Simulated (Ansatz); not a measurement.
Calculated with Ansatz (gas phase, PBE0-D4/def2-TZVP geometries, no zero-point term in ΔE). CBS: MP2 limit from def2 TZ/QZ plus the TZ coupled-cluster correction, frozen cores. DFT in def2-TZVPP. B3LYP here is the variant with VWN-RPA as its local correlation; programs differ in this. Each species was taken in one conformer, which may not be the lowest.

Reaction (ligand exchange at the Si–C bond): `OB(O)OC[SiH3]` + `CO[SiH](N)O` → `CO[SiH](N)O[SiH3]` + `COB(O)O`

```csv
level,ΔE (kJ/mol)
PBE-D4,-122.2
ωB97X-V,-137.3
B3LYP,-138.4
MP2/def2-QZVPP,-142.3
```

(1) What does CCSD(T)/CBS give? (Best estimate.)

Largest T1 diagnostic among the species: 0.012.

## Answers

(1) Computed: -138.8 kJ/mol. The listed levels differ from it by 16.6, 1.5, 0.4, -3.5 kJ/mol.

From PBE to PBE0 (25 % exact exchange), in def2-TZVPP and without D4, ΔE moves by −7.9 kJ/mol. The D4 term adds −3.3 kJ/mol with B3LYP and −2.2 kJ/mol with PBE0; it sums over pairs of atoms, weighted by their polarisabilities, and B3LYP, whose exchange is more repulsive, gets the larger term.
